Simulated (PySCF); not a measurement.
Delta-SCF ions had no search for a lower state. Excitations are Tamm–Dancoff values on a coarser integration grid. The basis has no diffuse functions, so Rydberg states are missing or too high.

## CHBO, SMILES `C(=B)=O` (charge 0, multiplicity 1)

Computed with TPSSh-D3(BJ)/def2-TZVP // B3LYP-D3(BJ)/def2-TZVP (PySCF 2.14.0).

```yaml
HOMO: -5.48 eV
dipole_moment: 1.10 D
HOMO–LUMO gap: 0.91 eV
LUMO: -4.57 eV
S1 excitation (TDA): 0.17 eV
S1 oscillator strength: 0.000
brightest of the four lowest singlets (TDA): 5.73 eV
T1 excitation (TDA): 3.23 eV
S1–T1 gap (TDA): -3.07 eV
vertical ionisation energy (Delta-SCF): 8.52 eV
total_energy: -138.7193 Ha
cost: around 110 core-seconds (rough)
```

Bonded distances (Å): B1–C2 1.439, B1–H4 1.170, C2–O3 1.165. Bond angles (°): C2–B1–H4 142.2, B1–C2–O3 167.3.
Charge 0, spin multiplicity 1.
